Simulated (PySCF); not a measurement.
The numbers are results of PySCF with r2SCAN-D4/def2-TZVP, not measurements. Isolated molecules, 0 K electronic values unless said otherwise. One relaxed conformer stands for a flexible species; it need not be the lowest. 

Reference species (SMILES): `[Ga]([NH2])([SiH3])[NH2]` (neutral, multiplicity 1).

HOMO: -5.62 eV
HOMO–LUMO gap: 4.63 eV

Changed species: `[NH2][Ga]([SiH3])[SiH3]` (2 of 3 NH2 replaced by SiH3; the reference has 1 of 3 NH2 replaced by SiH3).

### Question
Give the shifts of the HOMO and HOMO–LUMO gap.

### Answer
the HOMO drops by 0.76 eV, to -6.38 eV; the HOMO–LUMO gap drops by 0.32 eV, to 4.31 eV.
